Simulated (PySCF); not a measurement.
Al(F)(NCO)(OH) (CHAlFNO2), SMILES O=C=[N][Al]([OH])[F].

Coordinates come from a B3LYP-D3(BJ)/def2-SVP optimisation. The structure was generated by enumeration; whether it is a known compound was not checked. One conformer was computed; it need not be the lowest.

Level of theory: PySCF with PBE0/def2-TZVP.

Symmetry labels are those of the subgroup Cs that the program uses (full group Cs).

### Question
List the valence orbital energies around the gap with their symmetry. (Estimate from the structure and the level; the computed values follow.)

### Answer

| orbital | symmetry | energy (eV) |
|---|---|---|
| HOMO−7 | A' | -13.30 |
| HOMO−6 | A' | -12.87 |
| HOMO−5 | A" | -11.87 |
| HOMO−4 | A' | -11.69 |
| HOMO−3 | A' | -10.41 |
| HOMO−2 | A" | -9.97 |
| HOMO−1 | A" | -9.12 |
| HOMO | A' | -8.99 |
| LUMO | A' | -0.94 |
| LUMO+1 | A" | -0.48 |
| LUMO+2 | A' | 0.64 |
| LUMO+3 | A' | 1.30 |
